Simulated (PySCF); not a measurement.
Spin states and ions at one geometry of [OsOF3]+

PySCF 2.14.0, UKS B3LYP, Os def2-SVP with ECP60, O def2-SVP, F def2-SVP; non-relativistic Hamiltonian with scalar-relativistic core potentials where named; density fitting; no spin-orbit coupling; singlets restricted, open shells unrestricted. The geometry is relaxed for charge +1, triplet, vacuum:

```xyz
5

Os    0.0683    0.0401   -0.0352
O     1.0133    0.9816    0.9439
F    -1.1045   -1.1242    0.7482
F     1.0164   -1.2823   -0.8556
F    -1.2472    0.9945   -0.8594
```

Energies count from the relaxed state; an electron taken off or put on is at rest in vacuum. Charges and spins are Mulliken's.

Order these states by energy, lowest first.
A. charge +1, quintet, vacuum
B. charge +1, singlet, vacuum
C. charge 0, quartet, vacuum
D. charge +1, triplet, vacuum
E. charge 0, doublet, vacuum
F. charge +2, quartet, vacuum
G. charge +2, doublet, vacuum

E (-9.85 eV), C (-8.76 eV), D (0.00 eV), B (1.11 eV), A (4.49 eV), G (18.87 eV), F (21.38 eV).

How do charge and spin on the first atom follow?


```csv
state,spin squared,charge on Os1 (e),spin on Os1 (e),dipole about the centre of mass (D)
"charge +1, triplet, vacuum",2.01,1.60,1.37,1.08
"charge +1, singlet, vacuum",0.00,1.57,0.00,0.67
"charge +1, quintet, vacuum",6.01,1.48,2.08,1.90
"charge +2, doublet, vacuum",0.76,1.88,0.70,1.34
"charge +2, quartet, vacuum",3.77,1.79,1.20,1.51
"charge 0, doublet, vacuum",0.75,1.23,0.72,1.16
"charge 0, quartet, vacuum",3.76,1.26,2.13,0.63
```

With an electron taken off (doublet, the lower of the two states computed) the charges change, summed by element, by Os +0.28 e, O +0.23 e, F +0.49 e. The vertical ionisation energy is 18.87 eV, against −ε(HOMO) = 15.98 eV over both spins of the relaxed state. The level lies 2.9 eV too high, as is usual for semilocal functionals and global hybrids, which keep a self-interaction error.

With an electron put on (doublet, the lower of the two states computed) the charges change, summed by element, by Os -0.37 e, O -0.19 e, F -0.44 e. The vertical electron affinity is 9.85 eV, against −ε(LUMO) = 12.75 eV over both spins of the relaxed state.

Open shells may have lower solutions than those found.
